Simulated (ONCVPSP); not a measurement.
## u(r) = r·R(r): atom against pseudo-atom (Ti (Z = 22))

Columns: radius, all-electron u(r) and pseudo u(r) of the 3d shell (level -4.42 eV) of titanium in the configuration [Ne] 3s2 3p6 3d2 4s2; PBE, non-relativistic, ONCV scheme, ONCVPSP 4.0.1.

```tsv
r (bohr)	all-electron	pseudo
0.118	0.0464	0.0048
0.235	0.1914	0.0355
0.353	0.3653	0.1099
0.470	0.5171	0.2295
0.588	0.6332	0.3834
0.705	0.7111	0.5461
0.822	0.7551	0.6927
0.940	0.7722	0.8028
1.058	0.7693	0.8633
1.175	0.7528	0.8746
1.292	0.7274	0.8471
1.410	0.6965	0.7944
1.528	0.6627	0.7314
1.645	0.6279	0.6697
1.763	0.5929	0.6143
1.880	0.5588	0.5679
1.998	0.5256	0.5285
2.115	0.4943	0.4949
2.232	0.4646	0.4646
2.350	0.4363	0.4363
2.468	0.4098	0.4098
2.585	0.3851	0.3851
2.702	0.3618	0.3618
2.820	0.3398	0.3398
2.938	0.3191	0.3191
3.055	0.2997	0.2997
```

**Question.** How many radial nodes do the two functions have?

**Answer.** The all-electron 3d function has n − l − 1 = 0; the pseudo-wave has 0.

**Question.** At about which radius was the pseudo-wave matched?

**Answer.** 2.35 bohr. The columns agree to 0.0005 from 2.23 bohr on; several derivatives are matched, so the curves merge somewhat inside the radius.

**Question.** Where does each function peak?

**Answer.** Outermost all-electron maximum near 0.94 bohr, pseudo maximum near 1.18 bohr (to the table’s step).

**Question.** Is the pseudo-wave norm-conserving?

**Answer.** Yes: the ONCV scheme keeps the norm inside the radius equal to the all-electron one, which fixes the energy derivative of the logarithmic derivative at the level.
